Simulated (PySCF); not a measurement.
# Bond lengths and vibrations by method: AlCH4O cation

These are calculations, not measurements. The program is PySCF 2.14.0, an open-source quantum chemistry code, run on an isolated molecule that a program drew, which may never have been made. The molecule is AlCH4O cation (charge +1, singlet), drawn as the SMILES string `[CH3][Al+][OH]`.

The geometry was optimised and harmonic frequencies were computed with HF and MP2, all in the cc-pV(D+d)Z basis, for the commonest isotopes, with a restricted reference for singlets and an unrestricted one otherwise, and a frozen core in MP2. Each result is a local minimum of its method.

Geometry at the HF minimum:
```xyz
7
AlCH4O cation, angstrom
C     0.7272    0.1259    0.6685
Al    0.5061   -1.7823    0.7169
O     0.3224   -3.3677    0.7572
H     1.7694    0.3621    0.4445
H     0.0808    0.5437   -0.1061
H     0.4556    0.5447    1.6396
H     0.2138   -4.3036    0.7812
```

Lengths of the bonds as drawn, in Å (atoms numbered as above):
```
bond,HF,MP2
C1-Al2,1.922,1.916
Al2-O3,1.597,1.615
C1-H4,1.092,1.103
C1-H5,1.092,1.103
C1-H6,1.092,1.103
O3-H7,0.942,0.960
```

Rotational constants, in GHz:
| constant | HF | MP2 |
|---|---|---|
| A | 157.3 | 153.8 |
| B | 4.642 | 4.606 |
| C | 4.642 | 4.606 |

Harmonic frequencies in cm^-1, each column in rising order, so a row needn't be the same motion in every method:
| rank | HF | MP2 |
|---|---|---|
| 1 | 164 | 137 |
| 2 | 164 | 137 |
| 3 | 353 | 250 |
| 4 | 353 | 250 |
| 5 | 596 | 602 |
| 6 | 791 | 740 |
| 7 | 791 | 740 |
| 8 | 1122 | ? |
| 9 | 1327 | 1218 |
| 10 | 1519 | 1419 |
| 11 | 1519 | 1419 |
| 12 | 3178 | 3085 |
| 13 | 3289 | 3208 |
| 14 | 3290 | 3208 |
| 15 | 4232 | 3991 |

**Estimate the missing MP2 frequency from the HF column.**

A single factor s that minimises the squared misfit of MP2 against s times HF over the other rows is sum(HF x MP2) / sum(HF^2) = 0.9576, with an rms misfit of 50 cm^-1. For rank 8 it gives 0.9576 x 1122 = 1074 cm^-1. The calculation gives 1083 cm^-1, 9 cm^-1 above the estimate. The drawn bonds are on average 1.0 % longer in MP2 than in HF.
